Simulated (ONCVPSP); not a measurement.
**Before and after: ONCV potential for gallium**

```
Element                 : gallium (Ga)
Generator               : ONCVPSP 4.0.1
Type                    : optimised norm-conserving Vanderbilt (ONCV)
Functional              : PBE
Relativity              : scalar-relativistic
Frozen core             : [Ne]
Valence charge          : 21
Reference configuration : 3s2 3p6 3d10 4s2 4p1
Partial waves           : 3s+4s: rc 0.85 bohr, ncon 4, nbas 8, qcut 12.9 1/bohr, 2 projectors; 3p+4p: rc 1.20 bohr, ncon 3, nbas 6, qcut 9.4 1/bohr, 2 projectors; 3d: rc 0.70 bohr, ncon 3, nbas 7, qcut 16.1 1/bohr, local
Local potential         : the d channel
Core correction         : none
```

All-electron outer shells of the reference configuration (PBE, scalar-relativistic, ld1.x):

```json
{"shell": "2s", "level (eV)": "-1262.33", "outermost node (bohr)": "0.07", "outermost maximum (bohr)": "0.18"}
{"shell": "2p", "level (eV)": "-1098.84", "outermost node (bohr)": "–", "outermost maximum (bohr)": "0.15"}
{"shell": "3s", "level (eV)": "-148.13", "outermost node (bohr)": "0.27", "outermost maximum (bohr)": "0.56"}
{"shell": "3p", "level (eV)": "-98.86", "outermost node (bohr)": "0.24", "outermost maximum (bohr)": "0.56"}
{"shell": "3d", "level (eV)": "-19.15", "outermost node (bohr)": "–", "outermost maximum (bohr)": "0.53"}
{"shell": "4s", "level (eV)": "-8.95", "outermost node (bohr)": "0.81", "outermost maximum (bohr)": "1.90"}
{"shell": "4p", "level (eV)": "-2.58", "outermost node (bohr)": "0.87", "outermost maximum (bohr)": "2.53"}
```

Change: s: rc 1.22.

Cutoffs: the cutoffs (Ha) at which the residual kinetic energy of the hardest occupied pseudo-wave falls to 1 and 0.1 mHa per electron; they do not see the model core or the augmentation charge, which bear on the density cutoff. Errors are all-electron minus pseudo energies relative to the spin-unpolarised reference configuration.

**Question.** Predict the effect on cutoff, ghosts and configuration errors.

**Answer.** The potential gets neither clearly harder nor softer (143 Ha and 471 Ha → 143 Ha and 471 Ha); the bound ghost in s disappears; of the 3 tests that both files solve, the error grows in 1 and shrinks in 0 by more than 15 % and 0.3 meV (median size 1.5 → 1.7 meV).

```csv
quantity,base,changed
"cutoff, loose",143 Ha,143 Ha
"cutoff, tight",471 Ha,471 Ha
loose cutoff by channel,"s 70 Ha, p 39 Ha, d 143 Ha","s 45 Ha, p 39 Ha, d 143 Ha"
bound ghosts,s,none
GHOST(+) flags under 300 eV,none,none
tests with a reliable result,3 of 4,3 of 4
"error for 3s2 3p6 3d10 4s2 4p0, meV [ΔE 5.69 eV]",-0.4,-0.4
"error for 3s2 3p6 3d10 4s1 4p0, meV [ΔE 26.82 eV]",-1.5,-1.7
"error for 3s1 3p6 3d10 4s2 4p1, meV [ΔE 157.69 eV]",-72,-164
p: phases at 1.22 bohr within 0.05 rad from the reference energy up to (Ha; the scan ends near 5),to the end of the scan,to the end of the scan
d: phases at 0.71 bohr within 0.05 rad from the reference energy up to (Ha; the scan ends near 5),to the end of the scan,to the end of the scan
```

 A true bound ghost makes a file unfit for plane-wave use even where its test errors are small: the radial tests pick states by their node count and pass the ghost by.
